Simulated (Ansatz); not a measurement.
Cost and result for the atomization energy of `F[SiH2][S][GeH3]` (9 atoms, 8 bonds).

Z-matrix (Å, degrees):
```
Si
S 1 2.108
F 1 1.600 2 111.5
H 1 1.481 2 111.5 3 118.3
H 1 1.479 2 106.8 3 -118.2
Ge 2 2.236 1 98.9 3 -65.7
H 6 1.533 2 105.9 1 -149.9
H 6 1.535 2 108.5 1 -30.3
H 6 1.533 2 109.4 1 90.6
```

Charge 0, multiplicity 1. Correlated methods include outer-core shells of Ge, which these sets cover unevenly. Scalar relativity is left out up to krypton. The structure was optimised at the PBE0-D4/def2-TZVP level. It is one conformer, not always the lowest. Program: Ansatz. All runs use 4 threads of an Intel Xeon Platinum 8375C on a shared host. Times are those of one run each, without the atoms' runs, and a repeat can differ threefold. Electronic energies, without spin–orbit coupling; frozen cores. CCSD(T)/CBS adds CCSD(T) − MP2 in def2-TZVPP to the MP2 limit, and its time is that of the two runs behind it. T1 = 0.012. With those shells the extrapolation isn't a true limit. B3LYP takes the VWN-RPA correlation (the form of Gaussian; ORCA's B3LYP/G).

CCSD(T)/CBS is a level of theory with its own doubt, some kJ/mol a heavy atom from the limit and from the frozen cores, so smaller differences don't rank the functionals.

```tsv
level	functions	wall time	atomization (kcal/mol)	difference from CCSD(T)/CBS	per bond
PBE-D4/def2-TZVPP (with forces)	233	1.9 s	656.7	-8.3	-1.0
PBE0-D4/def2-TZVPP	233	2.7 s	651.2	-13.8	-1.7
B3LYP-D4/def2-TZVPP (with forces)	233	3.4 s	655.1	-9.9	-1.2
r2SCAN-D4/def2-TZVPP (with forces)	233	3.7 s	662.5	-2.5	-0.3
B2PLYP/def2-TZVPP	233	4.1 s	649.6	-15.4	-1.9
ωB97X-V/def2-TZVPP	233	6 s	667.1	2.1	0.3
ωB97M-V/def2-TZVPP (with forces)	233	8 s	660.6	-4.4	-0.5
MP2/def2-QZVPP	436	14 s	662.2	-2.8	-0.4
CCSD(T)/def2-TZVPP	233	80 s	647.4	-17.6	-2.2
CCSD(T)/CBS(def2)	–	94 s	665.0	0.0	0.0
```

The D4 term adds +8.6 kcal/mol with B3LYP and +4.5 kcal/mol with PBE0; it sums over pairs of atoms, weighted by their polarisabilities, and B3LYP, whose exchange is more repulsive, gets the larger term. In def2-TZVPP, CCSD(T) changes the Hartree–Fock value by +157.5 kcal/mol (the triples alone add +8.6 kcal/mol) and MP2 by +161.7 kcal/mol; breaking electron pairs costs correlation energy, which Hartree–Fock lacks. From PBE to PBE0 (25 % exact exchange), in def2-TZVPP and without D4, the atomization energy moves by −4.7 kcal/mol: exact exchange takes away binding that semilocal exchange gives to molecules.

For some Ge, Se and Sn compounds the MP2-based and the directly extrapolated limit differ by 10 to 25 kJ/mol.
